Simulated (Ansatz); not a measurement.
Coupled-cluster diagnostics for closo-2-SB6 (no H on S) (B6H6S), Ansatz.

Geometry of the singlet (PBE0-D4/def2-SVP):

```xyz
13

B     0.9306    1.0673    0.5128
B     0.9485   -0.6658   -0.2787
B    -0.7084   -0.5628   -0.8939
B    -0.6451   -1.2175    0.6081
B    -0.9240    0.6529    0.3751
B     0.2384    0.8100   -0.9512
S     0.4429   -0.2329    1.7384
H     1.6701    1.9196    0.9118
H     1.9269   -1.3458   -0.4051
H    -1.3727   -1.0851   -1.7432
H    -1.1619   -2.1869    1.0830
H    -1.8017    1.2799    0.8966
H     0.4563    1.5671   -1.8538
```

Correlated methods freeze 11 core orbitals.

**Question.** Estimate the CCSD(T) correlation energy, the shares of MP2 and (T), T1 and the reference's ⟨S²⟩ for: charge 0, singlet, own geometry in def2-SVP; and the rough time on 4 threads of Arm Neoverse V1 on a shared host.

**Answer.** 
```json
{"state": "charge 0, singlet, own geometry", "basis": "def2-SVP", "correlation (eV)": "-21.500", "MP2 share (%)": "89.7", "(T) share (%)": "4.8", "T1": "0.012", "⟨S²⟩ (pure)": "0.00 (0.00)", "wall time": "12 s"}
```
Customary marks for T1 are 0.02 (closed shells), 0.045 (open shells) and about 0.05 (3d metals). T1 stays under 0.02 throughout.
